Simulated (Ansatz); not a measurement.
[Dy(H2O)6]3+ (DyO6H12³⁺), relaxed as a sextet with UKS PBE-D4/def2-SVP in Ansatz, starting from the GFN2-xTB geometry. Force threshold 0.03 eV/Å.

In the def2 sets Dy takes a core potential; there is no spin–orbit coupling. With an open 4f shell the SCF may have ended on a state above the lowest.

Start:

```xyz
19

Dy    0.0010   -0.0016   -0.0023
O    -2.1183    0.4369    0.8994
H    -2.5350    0.0650    1.7043
H    -2.8145    1.0410    0.5674
O     2.1221   -0.4396   -0.9004
H     2.8132   -1.0548   -0.5772
H     2.5453   -0.0545   -1.6958
O    -0.9114   -1.7380   -1.2863
H    -1.8370   -2.0578   -1.3216
H    -0.4643   -2.3301   -1.9263
O     0.9148    1.7343    1.2818
H     0.4659    2.3389    1.9088
H     1.8442    2.0416    1.3303
O     0.4253   -1.5190    1.7346
H     0.8458   -1.3566    2.6045
H     0.2287   -2.4781    1.7766
O    -0.4328    1.5235   -1.7301
H    -0.2502    2.4857   -1.7620
H    -0.8427    1.3632   -2.6058
```

Task: Estimate the energy that the relaxation releases and the steps that it takes.

Result: 4.2 kJ/mol, in 8 steps; 2.6 min on 4 threads of Intel Xeon on a shared host. No frequencies were taken in this run, so the end may be a saddle point.

Task: Does the start keep its bonding and symmetry?

Result: By distances, no bond broke or formed. The bond that changes most is Dy1–O17, from 2.35 to 2.33 Å (atoms count from 1).

Task: Predict the relaxed structure.

Result: 
Cartesian coordinates in Å:
```
Dy -0.002 0.000 -0.001
O -2.091 0.437 0.923
H -2.493 0.047 1.735
H -2.782 1.057 0.589
O 2.090 -0.436 -0.919
H 2.779 -1.058 -0.584
H 2.495 -0.044 -1.729
O -0.889 -1.713 -1.301
H -1.827 -2.016 -1.344
H -0.417 -2.303 -1.935
O 0.892 1.710 1.297
H 0.425 2.306 1.930
H 1.832 2.008 1.338
O 0.414 -1.487 1.739
H 0.826 -1.301 2.616
H 0.217 -2.454 1.767
O -0.417 1.488 -1.739
H -0.220 2.455 -1.767
H -0.830 1.303 -2.616
```
Bond lengths: 6 × Dy–O 2.33 Å; 12 × H–O 0.99 Å.
